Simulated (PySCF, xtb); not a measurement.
CF, SMILES [C]F (connectivity only; charge and spin as stated), charge +1, multiplicity 1.

GFN2-xTB (xtb 6.7.1) at its own geometry gives an orbital gap of 3.53 eV.

Coordinates come from a PBE0-D3(BJ)/def2-TZVPD optimisation.

Question: What does PBE/def2-TZVPD (PySCF) give? (Estimate from the structure and the level; the computed values follow.)

Answer: gap 6.19 eV (levels -20.11 and -13.92 eV).
